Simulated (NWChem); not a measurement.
System: InCl, singlet; SMILES [Cl][In]

The following NWChem deck was run.

```
start job
memory heap 200 mb stack 900 mb global 1100 mb
geometry units angstroms noautosym nocenter noautoz
  In     0.000000     0.000000    -0.636208
  Cl     0.000000     0.000000     1.793726
end
basis spherical
  In library def2-svp
  Cl library def2-svp
end
ecp
  In library def2-ecp
end
dft
  xc xwpbe 0.80 cpbe96 1.0 hfexch 1.00
  cam 0.2 cam_alpha 0.2 cam_beta 0.8
  iterations 150
end
tddft
  cis
  nroots 6
  notriplet
end
task tddft energy
```

Excerpt of the output:

```
             Northwest Computational Chemistry Package (NWChem) 7.3.0
             --------------------------------------------------------

                             Geometry "geometry" -> ""
                             -------------------------

 Output coordinates in angstroms (scale by  1.889725989 to convert to a.u.)

  No.       Tag          Charge          X              Y              Z
 ---- ---------------- ---------- -------------- -------------- --------------
    1 In                  49.0000     0.00000000     0.00000000    -0.63620800
    2 Cl                  17.0000     0.00000000     0.00000000     1.79372600

 Effective nuclear repulsion energy (a.u.)     181.4060169604

 Summary of "ao basis" -> "ao basis" (spherical)
 ------------------------------------------------------------------------------
       Tag                 Description            Shells   Functions and Types
 ---------------- ------------------------------  ------  ---------------------
 In                         def2-svp                10       26   4s4p2d
 Cl                         def2-svp                 8       18   4s3p1d

            General Information
            -------------------
          SCF calculation type: DFT
          Wavefunction type:  closed shell.
          No. of atoms     :     2
          No. of electrons :    38
           Alpha electrons :    19
            Beta electrons :    19
          Charge           :     0
          Spin multiplicity:     1
          Use of symmetry is: off; symmetry adaption is: off
          Maximum number of iterations: 150
          AO basis - number of functions:    44
                     number of shells:    18
          Convergence on energy requested:  1.00D-06
          Convergence on density requested:  1.00D-05
          Convergence on gradient requested:  5.00D-04

              XC Information
              --------------
                     Hartree-Fock (Exact) Exchange  1.000
                     LC-wPBE(h)Exchange Functional  0.800
            Perdew 1991 LDA Correlation Functional  1.000 local
           PerdewBurkeErnz. Correlation Functional  1.000 non-local

           Range-Separation Parameters
           ---------------------------
           Alpha           :  0.20
           Beta            :  0.80
           Gamma           :  0.20
           Short-Range HF  :     F

             Grid Information
             ----------------
          Grid used for XC integration:  medium
          Radial quadrature: Mura-Knowles
          Angular quadrature: Lebedev.
          Tag              B.-S. Rad. Rad. Pts. Rad. Cut. Ang. Pts.
          ---              ---------- --------- --------- ---------
          In                  1.55      123           8.0       590
          Cl                  1.00       88           9.0       590
          Grid pruning is: on
          Number of quadrature shells:   211
          Spatial weights used:  Erf1

      Superposition of Atomic Density Guess
      -------------------------------------

 Sum of atomic energies:        -677.37382110

      Non-variational initial energy
      ------------------------------

 Total energy =    -648.497926
 1-e energy   =   -1124.923379
 2-e energy   =     398.680017
 HOMO         =      -0.289835
 LUMO         =       0.004062

   convergence    iter        energy       DeltaE   RMS-Dens  Diis-err
 ---------------- ----- ----------------- --------- --------- ---------
 d= 0,ls=0.0,diis     1   -650.0831671753 -7.28D+02  2.20D-02  2.23D-01
 d= 0,ls=0.0,diis     2   -650.1105141802 -2.73D-02  7.02D-03  1.11D-01
 d= 0,ls=0.0,diis     3   -650.1255046113 -1.50D-02  1.78D-03  1.52D-03
 d= 0,ls=0.0,diis     4   -650.1257366270 -2.32D-04  2.43D-04  4.76D-05
 d= 0,ls=0.0,diis     5   -650.1257438207 -7.19D-06  1.21D-04  1.80D-06
 d= 0,ls=0.0,diis     6   -650.1257443134 -4.93D-07  2.42D-05  7.40D-08
 d= 0,ls=0.0,diis     7   -650.1257443399 -2.65D-08  3.26D-06  2.76D-09

         Total DFT energy =     -650.125744339896
      One electron energy =    -1126.334260292685
           Coulomb energy =      443.330042406749
    Exchange-Corr. energy =      -44.866962294148
 Nuclear repulsion energy =       77.745435840188

 Numeric. integr. density =       38.000000273009

                       DFT Final Molecular Orbital Analysis
                       ------------------------------------

 Vector   17  Occ=2.000000D+00  E=-3.630093D-01
              MO Center= -2.4D-08, -2.4D-08,  1.7D+00, r^2= 1.4D+00
   Bfn.  Coefficient  Atom+Function         Bfn.  Coefficient  Atom+Function
  ----- ------------  ---------------      ----- ------------  ---------------
    37      0.451118  2 Cl px                38      0.450652  2 Cl py
    34      0.319869  2 Cl px                35      0.319539  2 Cl py
    31      0.188820  2 Cl px                32      0.188625  2 Cl py
    11      0.066607  1 In px                12      0.066538  1 In py
    14      0.058728  1 In px                15      0.058668  1 In py

 Vector   18  Occ=2.000000D+00  E=-3.630093D-01
              MO Center= -5.7D-10, -1.1D-09,  1.7D+00, r^2= 1.4D+00
   Bfn.  Coefficient  Atom+Function         Bfn.  Coefficient  Atom+Function
  ----- ------------  ---------------      ----- ------------  ---------------
    37      0.450652  2 Cl px                38     -0.451118  2 Cl py
    34      0.319539  2 Cl px                35     -0.319869  2 Cl py
    31      0.188625  2 Cl px                32     -0.188820  2 Cl py
    11      0.066538  1 In px                12     -0.066607  1 In py
    14      0.058668  1 In px                15     -0.058728  1 In py

 Vector   19  Occ=2.000000D+00  E=-3.255595D-01
              MO Center=  2.7D-08,  2.7D-08, -9.2D-03, r^2= 4.1D+00
   Bfn.  Coefficient  Atom+Function         Bfn.  Coefficient  Atom+Function
  ----- ------------  ---------------      ----- ------------  ---------------
     3      0.520214  1 In s                 39      0.451062  2 Cl pz
     4      0.343879  1 In s                 36      0.320099  2 Cl pz
     1     -0.314378  1 In s                 13     -0.268434  1 In pz
    33      0.188020  2 Cl pz                19      0.101737  1 In d  0
    16     -0.093411  1 In pz                10      0.081894  1 In pz

 Vector   20  Occ=0.000000D+00  E=-5.223869D-03
              MO Center= -2.8D-09, -2.7D-09, -6.1D-01, r^2= 4.7D+00
   Bfn.  Coefficient  Atom+Function         Bfn.  Coefficient  Atom+Function
  ----- ------------  ---------------      ----- ------------  ---------------
    14      0.456868  1 In px                15      0.450485  1 In py
    11      0.350575  1 In px                12      0.345677  1 In py
    37     -0.167445  2 Cl px                38     -0.165105  2 Cl py
     8     -0.101659  1 In px                 9     -0.100239  1 In py
     5     -0.094297  1 In px                 6     -0.092980  1 In py

 Vector   21  Occ=0.000000D+00  E=-5.223868D-03
              MO Center=  1.4D-09, -1.1D-09, -6.1D-01, r^2= 4.7D+00
   Bfn.  Coefficient  Atom+Function         Bfn.  Coefficient  Atom+Function
  ----- ------------  ---------------      ----- ------------  ---------------
    15     -0.456868  1 In py                14      0.450485  1 In px
    12     -0.350575  1 In py                11      0.345677  1 In px
    38      0.167445  2 Cl py                37     -0.165105  2 Cl px
     9      0.101659  1 In py                 8     -0.100239  1 In px
     6      0.094297  1 In py                 5     -0.092980  1 In px

 Vector   22  Occ=0.000000D+00  E= 6.566962D-02
              MO Center=  5.2D-10,  1.9D-09, -7.4D-01, r^2= 6.3D+00
   Bfn.  Coefficient  Atom+Function         Bfn.  Coefficient  Atom+Function
  ----- ------------  ---------------      ----- ------------  ---------------
    16      0.977690  1 In pz                30     -0.516098  2 Cl s
    39      0.371738  2 Cl pz                13      0.292869  1 In pz
     3      0.286203  1 In s                 36      0.162871  2 Cl pz
     4      0.158746  1 In s                  1     -0.141434  1 In s
    29     -0.136783  2 Cl s                 28      0.126028  2 Cl s

     Multipole analysis of the density
     ---------------------------------

     L   x y z        total         alpha         beta         nuclear
     -   - - -        -----         -----         ----         -------
     0   0 0 0     -0.000000    -19.000000    -19.000000     38.000000

[...]

                                NWChem TDDFT Module
                                -------------------

            General Information
            -------------------
           No. of orbitals :      88
            Alpha orbitals :      44
             Beta orbitals :      44
        Alpha frozen cores :       0
         Beta frozen cores :       0
     Alpha frozen virtuals :       0
      Beta frozen virtuals :       0
         Spin multiplicity :       1
    Number of AO functions :      44
        Use of symmetry is : off
      Symmetry adaption is : off
         Schwarz screening :  0.10D-07

              XC Information
              --------------
              Hartree-Fock (Exact) Exchange   1.00
              LC-wPBE(h)Exchange Functional   0.80
     Perdew 1991 LDA Correlation Functional   1.00 local
    PerdewBurkeErnz. Correlation Functional   1.00 non-local
           Alpha           :  0.20
           Beta            :  0.80
           Gamma           :  0.20

             TDDFT Information
             -----------------
          Calculation type : Tamm-Dancoff TDDFT
         Wavefunction type : Restricted singlets
          No. of electrons :      38
           Alpha electrons :      19
            Beta electrons :      19
              No. of roots :       6
          Max subspacesize :    5200
            Max iterations :     100
               Target root :       1
           Target symmetry : none
      Symmetry restriction : off
                 Algorithm : Optimal
        Davidson threshold :  0.10D-03

    6 smallest eigenvalue differences (eV)
--------------------------------------------------------
  No. Spin  Occ  Vir  Irrep   E(Occ)    E(Vir)   E(Diff)
--------------------------------------------------------
    1    1   19   20 a        -0.326    -0.005     8.717
    2    1   19   21 a        -0.326    -0.005     8.717
    3    1   18   20 a        -0.363    -0.005     9.736
    4    1   18   21 a        -0.363    -0.005     9.736
    5    1   17   20 a        -0.363    -0.005     9.736
    6    1   17   21 a        -0.363    -0.005     9.736
--------------------------------------------------------

  Entering Davidson iterations
  Restricted singlet excited states

  Iter   NTrls   NConv    DeltaV     DeltaE      Time
  ----  ------  ------  ---------  ---------  ---------
    1      6       0     0.13E+00   0.10+100        1.8
    2     12       0     0.53E-01   0.32E-01        2.0
    3     18       0     0.25E-01   0.66E-02        1.9
    4     24       3     0.13E-01   0.80E-03        2.0
    5     27       3     0.24E-02   0.59E-04        1.7
    6     30       5     0.65E-03   0.39E-05        1.5
    7     31       5     0.15E-03   0.18E-06        1.3
    8     32       6     0.99E-04   0.11E-07        1.4
  ----  ------  ------  ---------  ---------  ---------
  Convergence criterion met

  Ground state a        -650.125744339896 a.u.

  ----------------------------------------------------------------------------
  Root   1 singlet a              0.171487988 a.u.                4.6664 eV
  ----------------------------------------------------------------------------
     Transition Moments    X -0.80745   Y -0.80076   Z  0.00000
     Dipole Oscillator Strength                    0.1478452506
     Electric Quadrupole                           0.0000002949
     Magnetic Dipole                               0.0000023684
     Total Oscillator Strength                     0.1478479138

     Occ.   16  a   ---  Virt.   20  a       -0.12558
     Occ.   16  a   ---  Virt.   24  a       -0.05138
     Occ.   19  a   ---  Virt.   20  a        0.98688
  ----------------------------------------------------------------------------
  Root   2 singlet a              0.171487989 a.u.                4.6664 eV
  ----------------------------------------------------------------------------
     Transition Moments    X -0.80076   Y  0.80745   Z -0.00000
     Dipole Oscillator Strength                    0.1478452505
     Electric Quadrupole                           0.0000002949
     Magnetic Dipole                               0.0000023684
     Total Oscillator Strength                     0.1478479137

     Occ.   16  a   ---  Virt.   21  a       -0.12558
     Occ.   16  a   ---  Virt.   25  a       -0.05138
     Occ.   19  a   ---  Virt.   21  a        0.98688
  ----------------------------------------------------------------------------
  Root   3 singlet a              0.195946163 a.u.                5.3320 eV
  ----------------------------------------------------------------------------
     Transition Moments    X -0.00000   Y  0.00000   Z  0.00000
     Dipole Oscillator Strength                    0.0000000000
     Electric Quadrupole                           0.0000000000
     Magnetic Dipole                               0.0000000000
     Total Oscillator Strength                     0.0000000000

     Occ.   17  a   ---  Virt.   21  a       -0.70454
     Occ.   18  a   ---  Virt.   20  a        0.70454
  ----------------------------------------------------------------------------
  Root   4 singlet a              0.198176390 a.u.                5.3927 eV
  ----------------------------------------------------------------------------
     Transition Moments    X -0.00000   Y -0.00000   Z  0.00000
     Dipole Oscillator Strength                    0.0000000000
     Electric Quadrupole                           0.0000000328
     Magnetic Dipole                               0.0000000000
     Total Oscillator Strength                     0.0000000328

     Occ.   17  a   ---  Virt.   20  a       -0.70471
     Occ.   18  a   ---  Virt.   21  a        0.70471
  ----------------------------------------------------------------------------
  Root   5 singlet a              0.198176412 a.u.                5.3927 eV
  ----------------------------------------------------------------------------
     Transition Moments    X  0.00000   Y -0.00000   Z  0.00000
     Dipole Oscillator Strength                    0.0000000000
     Electric Quadrupole                           0.0000000328
     Magnetic Dipole                               0.0000000000
     Total Oscillator Strength                     0.0000000328

     Occ.   17  a   ---  Virt.   21  a        0.70472
     Occ.   18  a   ---  Virt.   20  a        0.70471
  ----------------------------------------------------------------------------
  Root   6 singlet a              0.217974720 a.u.                5.9314 eV
  ----------------------------------------------------------------------------
     Transition Moments    X -0.00000   Y -0.00000   Z  0.14373
     Dipole Oscillator Strength                    0.0030021793
     Electric Quadrupole                           0.0000004737
     Magnetic Dipole                               0.0000000000
     Total Oscillator Strength                     0.0030026530

     Occ.   16  a   ---  Virt.   22  a        0.07651
     Occ.   16  a   ---  Virt.   26  a        0.05459
     Occ.   17  a   ---  Virt.   20  a       -0.58810
     Occ.   18  a   ---  Virt.   21  a       -0.58810
     Occ.   19  a   ---  Virt.   22  a       -0.53725
     Occ.   19  a   ---  Virt.   26  a       -0.07236

              Target root =      1
          Target symmetry = none
      Ground state energy =   -650.125744339896
        Excitation energy =      0.171487987701
     Excited state energy =   -649.954256352194

  stored tddft:energy   -649.95425635219431
```

Level: LRC-wPBEh/def2-SVP with def2 effective core potentials on In, TDA. Low-valent species are run as closed-shell singlets; no triplet was tried in these runs. Coordinates come from a PBE0/def2-SVP optimisation. def2 effective core potentials on In; no spin-orbit coupling.
